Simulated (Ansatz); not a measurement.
Total energies of Zn₃O₃H₁₂, a cluster cut from wurtzite ZnO (hydrogen-capped) from Ansatz at PBE0-D4/def2-SVP, gas phase (1 Eh = 27.2114 eV = 2625.5 kJ/mol). The reference geometry is relaxed at PBE-D4/def2-SVP.

| atom | x (Å) | y (Å) | z (Å) |
| --- | --- | --- | --- |
| O1 | 0.383 | -2.031 | 0.227 |
| Zn2 | 2.364 | -0.800 | 0.546 |
| O3 | 1.543 | 1.379 | 0.213 |
| Zn4 | -1.893 | -1.695 | -0.263 |
| O5 | -1.925 | 0.652 | -0.445 |
| Zn6 | -0.472 | 2.494 | -0.278 |
| H7 | 0.648 | -2.663 | -0.473 |
| H8 | 0.340 | -2.551 | 1.057 |
| H9 | 2.288 | -0.773 | 2.121 |
| H10 | 2.924 | -0.993 | -0.915 |
| H11 | 1.821 | 1.830 | 1.037 |
| H12 | 2.137 | 1.713 | -0.490 |
| H13 | -2.400 | -1.750 | 1.229 |
| H14 | -1.777 | -1.986 | -1.808 |
| H15 | -2.631 | 0.889 | 0.191 |
| H16 | -2.311 | 0.781 | -1.336 |
| H17 | -0.214 | 2.644 | -1.827 |
| H18 | -0.825 | 2.859 | 1.215 |

```csv
state,geometry,energy (Eh)
charge 0 singlet,reference,-5569.06559
charge -1 doublet,reference,-5569.00803
free O atom (triplet),–,-74.92490
free Zn atom (singlet),–,-1778.88088
free H atom (doublet),–,-0.50029
```

Problem. Work out the vertical electron affinity, to the doublet.

Solution. E(charge 0 singlet) − E(charge -1 doublet) = -5569.06559 − (-5569.00803) = -0.05756 Eh = -1.57 eV; negative, so the extra electron isn't bound. The basis lacks diffuse functions, which makes affinities too small.

Problem. What is the binding energy per atom against free atoms?

Solution. Atoms: 3 × (-74.92490) + 3 × (-1778.88088) + 12 × (-0.50029) = -5567.42082 Eh. Binding: -5567.42082 − (-5569.06559) = 1.64477 Eh = 44.76 eV, or 2.49 eV for each of 18 atoms (no zero-point energy, no counterpoise term).

At PBE0-D4/def2-SVP the highest occupied level of the charge -1 doublet lies above zero (up to 2.93 eV). By energy differences it is unbound by 1.57 eV (vertical, to the charge 0 singlet, at PBE0-D4/def2-SVP) and held by the finite basis.
